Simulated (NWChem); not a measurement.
System: C$_{2}$H$_{6}$BClO; SMILES COB(C)Cl

```xyz
11

B     -0.1990     0.0703     0.0036
Cl     0.4324     1.7356    -0.0008
C     -1.7555    -0.1330     0.0009
H     -2.0925    -1.1789     0.0282
H     -2.1808     0.3408    -0.8991
H     -2.2003     0.3987     0.8574
O      0.7464    -0.8821     0.0050
C      0.5333    -2.2687    -0.0029
H      0.7844    -2.6763    -0.9949
H      1.2016    -2.7319     0.7379
H     -0.5056    -2.5415     0.2387
```
Atoms are numbered in this order, from 1.

All runs: NWChem. The geometry was optimised at PBE0/def2-SVP. B3LYP is NWChem's, with the RPA form of VWN correlation. Vertical excitations in the gas phase; the lowest state need not have the same character in each row.

**Question.** Among these, which level gives the highest value of “lowest excitation, singlet (eV)”?
(A) PBE/def2-SVP, TDA
(B) Hartree-Fock/def2-SVP, CIS
(C) B3LYP/def2-SVP, TDA
(D) PBE0/def2-SVP, TDA

**Answer.** B, Hartree-Fock/def2-SVP, CIS. Values: PBE/def2-SVP, TDA 6.42; B3LYP/def2-SVP, TDA 6.96; PBE0/def2-SVP, TDA 7.13; Hartree-Fock/def2-SVP, CIS 8.88
